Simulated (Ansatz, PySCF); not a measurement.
Molecule: C4H4N (charge 0, doublet). It need not be the lowest isomer of its formula. 
Geometry from a B3LYP-D3(BJ)/def2-TZVP (Ansatz, a first-principles code) optimisation:
SMILES: C=C[CH]C#N
```xyz
9

C     -2.3009    -0.2262     0.0062
C     -1.0352     0.2781     0.0911
C      0.1182    -0.4860    -0.1160
C      1.4084     0.0490    -0.0246
N      2.4803     0.4844     0.0492
H     -3.1659     0.3991     0.1736
H     -2.4753    -1.2680    -0.2315
H     -0.9018     1.3272     0.3314
H      0.0380    -1.5390    -0.3586
```
Charge 0, spin multiplicity 2.

Dipole moments at this geometry, in debye (magnitudes).

```
level                program  dipole (D)
-------------------  -------  ----------
SVWN5/def2-TZVPD      Ansatz        4.30
PBE/def2-TZVPD        Ansatz        4.22
BLYP/def2-TZVPD       Ansatz        4.22
r2SCAN/def2-TZVPD     Ansatz        4.33
B3LYP/def2-TZVPD      Ansatz        4.33
PBE0/def2-TZVPD       Ansatz        4.34
BHLYP/def2-TZVPD      Ansatz        4.43
TPSSh/def2-TZVPD       PySCF        4.30
r2SCANh/def2-TZVPD    Ansatz        4.35
r2SCAN0/def2-TZVPD    Ansatz        4.38
HSE06/def2-TZVPD      Ansatz        4.34
wB97M-V/def2-TZVPD    Ansatz         ___
wB97X-V/def2-TZVPD    Ansatz        4.39
CCSD(T)/aug-cc-pVDZ   Ansatz         ___
```

**Question.** What belongs in the gaps?

**Answer.** 
- wB97M-V/def2-TZVPD, dipole (D): 4.36
- CCSD(T)/aug-cc-pVDZ, dipole (D): 4.15
